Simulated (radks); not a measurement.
Values are calculated unless marked as measured or tabulated.
Charge is removed step by step from the 2p3/2 level of the iodine ion I+, starting from [He] 2s2 2p(1/2: 2, 3/2: 4) 3s2 3p6 3d10 4s2 4p6 4d10 5s2 5p4. Level of theory: Dirac Kohn-Sham, PBE, spin-unpolarised, spherical densities, finite nucleus; open shells fill j = l - 1/2 first; Fermi nuclear charge, rms radius 4.75 fm (a radial shooting solver on a logarithmic mesh with Libxc functionals).

| removed (e) | E - E(0) (eV) | eigenvalue (eV) | E minus straight line (eV) |
|---|---|---|---|
| 0 | 0.000 | -4486.9 | 0.000 |
| 0.1 | 449.44 | -4501.9 | -6.785 |
| 0.2 | 900.37 | -4516.8 | -12.073 |
| 0.3 | 1352.8 | -4531.9 | -15.859 |
| 0.4 | 1806.7 | -4547.0 | -18.140 |
| 0.5 | 2262.2 | -4562.1 | -18.912 |
| 0.6 | 2719.2 | -4577.2 | -18.171 |
| 0.7 | 3177.6 | -4592.4 | -15.913 |
| 0.8 | 3637.6 | -4607.6 | -12.134 |
| 0.9 | 4099.2 | -4622.9 | -6.831 |
| 1 | 4562.2 | -4638.2 | 0.000 |

Removing the whole electron costs 4562.2 eV by Delta-SCF, against 4486.9 eV from minus the eigenvalue at the starting occupation. Slater's transition state (half an electron removed) gives 4562.1 eV. Integrating minus the eigenvalue over the occupation (Janak's theorem) gives 4562.2 eV. The mean slope of the eigenvalue, de/dn, is 151 eV per electron.
